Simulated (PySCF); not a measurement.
Question: Write Cartesian coordinates for `C=C[C@H](Cl)[GeH3]` as optimised with PBE0-D3(BJ)/def2-SVP.

Answer: 
```
atom  x, y, z in Å
C1    -2.6291   -0.6535   -0.5749
C2    -1.6803   -1.5874   -0.6717
C3    -0.6625   -1.6343   -1.7529
Cl4   -0.6136   -3.2747   -2.5119
Ge5    1.1609   -1.2463   -1.0842
H6    -3.3213   -0.6337    0.2703
H7    -2.7435    0.1279   -1.3329
H8    -1.5934   -2.3630    0.0989
H9    -0.9089   -0.9243   -2.5558
H10    1.4898   -2.2607    0.0222
H11    1.1862    0.1854   -0.5150
H12    2.1573   -1.3762   -2.2466
```

Orientation and origin are arbitrary. Atoms count from 1 in this order. The 2 C–C bonds span 1.335 Å (C1=C2, drawn double) to 1.486 Å (C2–C3, drawn single), a spread of 0.151 Å. Of the pairs four or more bonds apart, H7···H9 is among the closest relative to their van der Waals radii: 2.44 Å, 102 % of the sum of Bondi's values. Ge5 (germanium bonded to C and 3 H) is tetrahedral (angles from 108.1° to 110.5°).

Bonds between heavy atoms (Å): C1=C2 1.335, C2–C3 1.486, C3–Cl4 1.808, C3–Ge5 1.981.

The calculation used PySCF, PBE0-D3(BJ)/def2-SVP geometry optimisation, gas phase.

Point group: C1 (no symmetry element, even within 0.4 Å). PBE0-D3(BJ)/def2-SVP frequencies: not computed here. The numbers are those of one conformer (C1–C2–C3–Cl4 -129°).

The run took 21 s on AMD EPYC 9R45, one thread, shared host, and the process peaked at 0.54 GiB of memory. That covers the optimisation of the geometry.
